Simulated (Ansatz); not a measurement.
Basis-set extrapolation for CH4S2Si, SMILES `C[SiH]1SS1` (PBE0-D4/def2-TZVP geometry, frozen core, Ansatz 0.2.0). Multiplicity 1, RHF reference.

```csv
,def2-TZVPP,def2-QZVPP
HF,-1124.284782,-1124.317974
MP2 correlation,-0.637335,-0.690012
CCSD(T) correlation,-0.719150,not run
```

Energies in hartree. Use E(X) = E(∞) + A·exp(−7.88·√X) for Hartree–Fock and E(X) = E(∞) + B·X^(−2.97) for correlation, with X = 3 and 4, and add CCSD(T) minus MP2 of the smaller set to the MP2 limit.

Problem. What is the CCSD(T) energy at the basis-set limit?

Solution. HF limit: -1124.317974 + (-0.033192) × 0.13774 = -1124.32255. MP2 limit: -0.690012 + (-0.052677) × 0.74074 = -0.72903. Higher-order term: -0.719150 − (-0.637335) = -0.08181. Total: -1125.13339 hartree, 339.9 kJ/mol below CCSD(T)/def2-TZVPP.
